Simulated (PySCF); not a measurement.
C4H5, SMILES C=[C]C=C (connectivity only; charge and spin as stated), charge +1, multiplicity 1.

Geometry: PBE0-D3(BJ)/def2-SVP. The multiplicity is an assumed one; other spin states were not compared. The isomer is the one that the SMILES or the coordinates give; other isomers of the formula were not compared. Other conformers were not sampled.

Computed with TDDFT-M06-2X/def2-SVPD in PySCF.

Vertical excitations. Isolated molecule, no solvent. State labels are in the subgroup Cs.

Computed UV-visible absorptions:
```csv
state,symmetry,energy (eV),λ (nm),f,main pairs
S1,A",2.97,418,0.000,HOMO→LUMO 97 %
S2,A',5.49,226,0.423,HOMO−1→LUMO 99 %
S3,A",5.79,214,0.000,HOMO−2→LUMO 97 %
S4,A",7.18,173,0.002,"HOMO−4→LUMO 75 %, HOMO→LUMO+2 16 %"
S5,A',7.72,161,0.163,"HOMO→LUMO+1 56 %, HOMO−3→LUMO 41 %"
S6,A",7.94,156,0.001,HOMO−1→LUMO+1 95 %
S7,A",8.21,151,0.001,"HOMO→LUMO+2 69 %, HOMO−4→LUMO 16 %"
S8,A",8.67,143,0.002,"HOMO−5→LUMO 71 %, HOMO→LUMO+2 12 %"
S9,A',9.40,132,0.102,HOMO→LUMO+3 83 %
S10,A',9.47,131,0.093,"HOMO−1→LUMO+2 61 %, HOMO−3→LUMO 22 %, HOMO→LUMO+1 10 %"
T1,A",2.74,452,0,HOMO→LUMO 96 %
T2,A',2.87,432,0,HOMO−1→LUMO 97 %
T3,A",5.44,228,0,HOMO−2→LUMO 95 %
T4,A',5.45,227,0,HOMO→LUMO+1 94 %
```
Triplets are in the Tamm–Dancoff approximation, which puts them higher than full response would, so one can lie above its singlet here.
